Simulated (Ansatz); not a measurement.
## Exact exchange and the vertical ionisation energy of SiCl4 (silicon tetrachloride)

SiCl4 has 5 atoms, charge 0, and is taken as a singlet. As SMILES, `Cl[Si](Cl)(Cl)Cl`. The coordinates come from a PBE0-D4/def2-TZVP relaxation.

The vertical ionisation energy (to the doublet cation) y, in eV, basis cc-pVDZ; a is the functional's share of exact exchange. Programs: Ansatz 0.2.0.

| functional | program | a | y (eV) |
| --- | --- | --- | --- |
| r2SCAN | Ansatz | 0 | 11.23 |
| BLYP | Ansatz | 0 | 10.60 |
| B3LYP | Ansatz | 0.2 | 11.33 |
| PBE0 | Ansatz | 0.25 | ? |
| r2SCAN0 | Ansatz | 0.25 | 11.77 |
| BHLYP | Ansatz | 0.5 | 11.97 |

Problem. Fit y = c + s·a to the known rows and predict PBE0.

Solution. 
1. Means of the 5 rows: a = 0.1900, y = 11.380.
2. Σ(Δa)² = 0.172, Σ(Δa·Δy) = 0.3825, so the slope is 0.3825/0.172 = 2.2238.
3. Intercept: 11.380 − (2.2238) × 0.1900 = 10.957. The largest residual of the fit is 0.36.
4. PBE0: 10.957 + (2.2238) × 0.25 = 11.51 eV.

The run gave 11.53 eV, so the prediction is off by -0.02 eV, within the scatter of the fit. The rows mix families of semi-local functionals, which the line can't see.
